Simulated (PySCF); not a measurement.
# Property card for `[C@@H]1(C(=O)C)[C@H](C(C)=C)C[SiH2]1`

Compound: C₈H₁₄OSi.
Cartesian coordinates in Å at the GFN2-xTB level; atoms count from 1:
```
atom  x, y, z in Å
C1    -1.705   -0.869    1.492
C2    -1.425   -0.507    0.248
C3    -1.716   -1.402   -0.915
C4    -0.758    0.820   -0.010
C5    -0.643    1.336   -1.458
Si6    1.095    2.020   -1.097
C7     0.747    0.850    0.404
C8     1.454   -0.431    0.166
C9     2.255   -0.962    1.330
O10    1.424   -1.003   -0.904
H11   -1.496   -0.229    2.334
H12   -2.153   -1.821    1.722
H13   -0.789   -1.661   -1.424
H14   -2.374   -0.903   -1.627
H15   -2.198   -2.316   -0.578
H16   -1.266    1.578    0.593
H17   -1.447    2.006   -1.754
H18   -0.603    0.521   -2.175
H19    1.157    3.420   -0.674
H20    2.207    1.636   -1.955
H21    0.902    1.201    1.422
H22    2.912   -0.186    1.717
H23    1.567   -1.252    2.123
H24    2.840   -1.827    1.028
```

Some functional groups and rings: ketone, C=C double bond, Si–H bond and C–Si bond.

From GFN2-xTB geometry:

```yaml
Point_group_of_the_GFN2-xTB_geometry: C1
Rotational_constants_A_B_C_of_the_GFN2-xTB_geometry: 1.371, 1.099, 0.814 GHz
```

PBE0/pcSseg-1 ground state and GIAO shieldings, non-relativistic (PySCF):

```yaml
Dipole_moment: 2.10 D
HOMO_energy: -6.97 eV
LUMO_energy: -0.44 eV
HOMO–LUMO_gap: 6.53 eV
Lowest_Hirshfeld_atomic_charge: -0.22 e on O10
Highest_Hirshfeld_atomic_charge: +0.35 e on Si6
13C_chemical_shifts_computed_TMS_as_zero_by_class: 219.5 (C8), 161.4 (C2), 115.5 (C1), 50.3 (C7), 41.9 (C4), 37.6 (C9), 27.1 (C3), 13.4 (C5) ppm
1H_chemical_shifts_computed_TMS_as_zero_by_class: 5.22 (H12), 4.89 (H11), 4.69 (H19), 4.46 (H20), 3.37 (H16), 3.17 (H21), 2.34 (H18), 2.11 (H13/H14/H15), 2.07 (H22/H23/H24), 1.33 (H17) ppm
Isotropic_shieldings_of_nuclei_other_than_C_and_H_by_class: -287 (O10), 386 (Si6) ppm
Mayer_bond_orders_between_heavy_atoms: C1–C2 1.98, C2–C3 1.06, C2–C4 0.97, C4–C5 0.99, C5–Si6 0.95, Si6–C7 0.84, C7–C8 0.93, C8–C9 1.02, C8–O10 1.94, C7–C4 0.96
```

Monoisotopic mass (most abundant isotopes): 154.0814 u.

The dipole matches unit charges of opposite sign 0.44 Å apart (1 e·Å = 4.8032 D). With B = h/(8π²I), that is 505.379 GHz u Å² over I, the principal moments of inertia are 368.7, 460.1 and 621.2 u Å² (most abundant isotopes). The rotational constants make it an asymmetric top with κ = (2B − A − C)/(A − C) = 0.02, midway between the prolate (−1) and oblate (+1) limits.

The structure is a single GFN2-xTB conformer in the gas phase; no vibrational or solvent corrections. GFN2-xTB frequencies show an imaginary mode (25i cm⁻¹), so this geometry is no minimum at that level. NMR classes are plain means over equivalent atoms (diastereotopic ones count apart unless rotation or inversion swaps them), as if these changed places fast; in this geometry the members of some classes differ.

For the NMR shielding job (PBE0/pcSseg-1), the run took 2.8 min wall on one thread of an Intel Xeon at 2.50 GHz, shared host with 64 logical CPUs at a one-minute load of 63, and the process peaked at 1.1 GiB of memory.
